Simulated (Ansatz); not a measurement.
The same germylene loss along the group O, S, Se.

Program: Ansatz. Geometries: PBE0-D4/def2-TZVP. ΔE: electronic, gas phase. CCSD(T)/CBS is the MP2 limit (def2-TZVPP, def2-QZVPP) plus CCSD(T) − MP2 in def2-TZVPP, frozen cores. DFT in def2-TZVPP. For Ge, Se outer-core shells are correlated without core-valence functions, which leaves a few kJ/mol of doubt a bond. Scalar relativity is left out up to krypton.

```csv
reaction,CCSD/CBS(def2) (kcal/mol),CCSD(T)/def2-SVP (kcal/mol),ωB97M-V (kcal/mol),CCSD(T)/CBS(def2) (kcal/mol)
`[SiH3][O][GeH3]` → `O[SiH3]` + `[GeH2]`,48.0,49.7,46.8,48.9
`[SiH3][S][GeH3]` → `[SiH3]S` + `[GeH2]`,51.4,50.0,50.4,52.8
`[SiH3][Se][GeH3]` → `[SiH3][SeH]` + `[GeH2]`,54.3,52.5,53.2,55.7
```

Largest T1 diagnostic: 0.012, for `[GeH2]`.
